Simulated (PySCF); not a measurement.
C2H4I, doublet, at a GFN2-xTB geometry (core potentials on I). Base run: PySCF with B3LYP/def2-SV(P).

Input for PySCF:
```python
from pyscf import gto, scf, dft

mol = gto.Mole()
mol.atom = '''
    C    -2.394361    0.280555    0.618294
    C    -1.044859    0.872309    0.612528
    I     0.562676   -0.174549   -0.186146
    H    -3.017663    0.802578    1.344775
    H    -2.888038    0.370817   -0.358207
    H    -2.362735   -0.778850    0.868952
    H    -0.918050    1.939375    0.625264
'''
mol.basis = 'def2-sv(p)'
mol.ecp = {'I': 'def2-sv(p)'}
mol.charge = 0
mol.spin = 1
mol.verbose = 4
mol.build()

mf = dft.UKS(mol)
mf.xc = 'b3lyp'
mf.kernel()
mf.analyze()
```

Variants of this job, named by their change:

```csv
change,ΔE vs base (mEh),grid points,electrons on the grid,outcome
base,0.000,89432,41.00000,converged
small_rho_cutoff = 0,0.000,89432,41.00000,converged
grids.prune = off,0.000,146936,41.00000,converged
grids.level = 1,-0.001,28280,41.00003,converged
grids.level = 2,0.001,57952,41.00001,converged
grids.becke_scheme = stratmann,0.000,89432,41.00000,converged
"grids.atom_grid = (99, 590)",0.002,224280,41.00000,converged
grids.level = 7,0.001,463600,41.00000,converged
grids.prune = dft.gen_grid.sg1_prune,-,-,-,input refused
grids.level = 0,15.385,7488,40.99809,converged
grids.radi_method = delley,0.000,93688,41.00000,converged
```

Open shells are given as the SCF converged; they aren't shown to be the lowest states, and a large step between rows can be another state.

- grids.prune = dft.gen_grid.sg1_prune: ended with `IndexError: index 53 is out of bounds for axis 0 with size 19`
